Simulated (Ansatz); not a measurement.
The same ligand exchange along the group C, Ge, Sn.

Program: Ansatz. Geometries: PBE0-D4/def2-TZVP. ΔE: electronic, gas phase. CCSD(T)/CBS is the MP2 limit (def2-TZVPP, def2-QZVPP) plus CCSD(T) − MP2 in def2-TZVPP, frozen cores. This one scheme is used for every species. DFT in def2-TZVPP. def2 core potentials past Kr. For Ge, I, Sn outer-core shells are correlated without core-valence functions, which leaves a few kJ/mol of doubt a bond. Scalar relativity is left out up to krypton. Each species was taken in one conformer, which may not be the lowest.

```
                                   reaction  RPA@PBE/def2-TZVPP (eV)  CCSD(T)/CBS(def2) (eV)
                   `FCI` + H₂S → `FCS` + HI                    -0.05                   -0.04
`[F][GeH2][I]` + H₂S → `[F][GeH2][SH]` + HI                     0.26                    0.33
`[F][SnH2][I]` + H₂S → `[F][SnH2][SH]` + HI                     0.40                    0.52
```

Largest T1 diagnostic: 0.013, for `[F][SnH2][SH]`.
